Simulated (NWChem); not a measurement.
Extrapolating the CCSD(T) correlation energy of BCl

```xyz
2

B      0.0000     0.0000    -1.3285
Cl     0.0000     0.0000     0.3907
```
Charge 0, spin multiplicity 1.

Everything below was run with NWChem. Structure: optimised with PBE0/def2-SVP, a minimum by its harmonic frequencies.

The correlated methods keep 6 core orbitals frozen. The structure started from a generated list of species. Coupled-cluster values serve here as a point of comparison, not as the truth.

Worked example. The CCSD(T) correlation energy is -302.39 mHa in cc-pVTZ and -325.62 mHa in cc-pVQZ. The form E(X) = E∞ + A/X³ turns the pair into an estimate of the basis-set limit.

E∞ = (4³·(-325.62) − 3³·(-302.39))/(4³ − 3³) = -342.6 mHa. The larger basis holds 95 % of that, at about 8 times the processor time of the smaller one. This is a two-point estimate.
